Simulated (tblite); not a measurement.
C₈H₁₆N₂.
Numbering: `[CH2:1]=[CH:2][CH2:3][N:4](/[N:5]=[CH:6]/[CH3:7])[CH:8]([CH3:9])[CH3:10]` (hydrogens: H11, H12 on C1; H13 on C2; H14, H15 on C3; H16 on C6; H17, H18, H19 on C7; H20 on C8; H21, H22, H23 on C9; H24, H25, H26 on C10)

Computed geometry: GFN2-xTB, gas phase.

(1) Give the optimised bond lengths and angles.

Results:

(1) 
```csv
bond,length (bohr),order
C1=C2,2.495,double
C2–C3,2.835,single
C3–N4,2.748,single
N4–N5,2.509,single
N5=C6,2.391,double
C6–C7,2.821,single
N4–C8,2.751,single
"C8–C9, C8–C10",2.889,single
C1–H11,2.038,single
C1–H12,2.035,single
C2–H13,2.045,single
"C3–H14, C3–H15",2.069,single
C6–H16,2.068,single
"C7–H17, C7–H18, C7–H19",2.058,single
C8–H20,2.070,single
C9–H21 and 5 like bonds,2.054,single
```

Bonds in one row agree within 0.02 bohr and their mean is given. Orders are formal, as drawn. A selection of angles:
```csv
angle,degrees
C2–C1–H11,121.6
C2–C1–H12,122.2
H11–C1–H12,116.2
C1–C2–C3,124.2
C1–C2–H13,120.7
C3–C2–H13,115.1
C2–C3–N4,113.3
C2–C3–H14,110.3
N4–C3–H14,107.8
H14–C3–H15,108.0
C3–N4–N5,123.8
C3–N4–C8,118.2
N5–N4–C8,113.8
N4–N5–C6,126.4
N5–C6–C7,119.0
N5–C6–H16,125.3
C7–C6–H16,115.7
C6–C7–H17,110.3
H17–C7–H18,109.2
H17–C7–H19,107.7
N4–C8–C9,109.1
N4–C8–C10,111.7
N4–C8–H20,106.7
C9–C8–C10,110.8
C9–C8–H20,109.3
C8–C9–H21,109.4
H21–C9–H22,109.4
```

Dihedral angles: C1–C2–C3–N4 122° (anticlinal); C2–C3–N4–N5 79° (synclinal); C3–N4–N5–C6 9° (synperiplanar); N4–N5–C6–C7 176° (antiperiplanar); C3–N4–C8–C9 -145° (anticlinal). The mirror-image conformer, all signs reversed, is as good.

Of the pairs four or more bonds apart, H15···H16 is among the closest relative to their van der Waals radii: 2.13 Å, 89 % of the sum of Bondi's values. The 3 C–N bonds span 1.265 Å (N5=C6, drawn double) to 1.456 Å (N4–C8, drawn single), a spread of 0.191 Å. N4 (nitrogen bonded to 2 C and N) has angles 123.8°, 118.2° and 113.8°, sum 355.8°, 0.17 Å off the plane of its three neighbours. The C–C distances run from 1.320 Å (C1=C2, drawn double) to 1.531 Å (C8–C10, drawn single), a spread of 0.211 Å.

Point group: C1 (no symmetry element, even within 0.4 Å). Its GFN2-xTB frequencies are all real (lowest 41 cm⁻¹). One conformer, not necessarily the lowest.
